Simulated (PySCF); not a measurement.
Gas-phase reaction: 3 GeHF3 + 2 GeF2 = GeH3F + 4 GeF3

Computed with PySCF and rigid-rotor harmonic-oscillator thermochemistry at 1 bar. † marks an energy on the PBE0/def2-TZVP geometry and frequencies; other levels use their own. CCSD(T) freezes the core. 6-31G* has spherical d functions here. Open shells (unrestricted): GeF3 (multiplicity 2); the rest are closed-shell singlets. B3LYP is the form with VWN-RPA correlation. Ge: all electrons, no relativistic terms. GeHF3, GeF3: computed as isolated molecules; such fragments, hydroxides, amides, oligomers or adducts are transient or little studied in the gas. CCSD(T) isn't extrapolated to the basis-set limit.

CCSD(T)/def2-SVP† gives ΔH°(298 K) = 518 kJ.

Question: What do B3LYP/6-31G*, PBE/def2-TZVP†, LDA/def2-TZVP† give?

Answer: B3LYP/6-31G*: 496 kJ; PBE/def2-TZVP†: 467 kJ; LDA/def2-TZVP†: 506 kJ. For scale, ΔH°(298 K) is 518 kJ at this level, 515 kJ at ωB97M-V/def2-TZVP†, and runs from 395 to 553 kJ over the 20 levels computed.
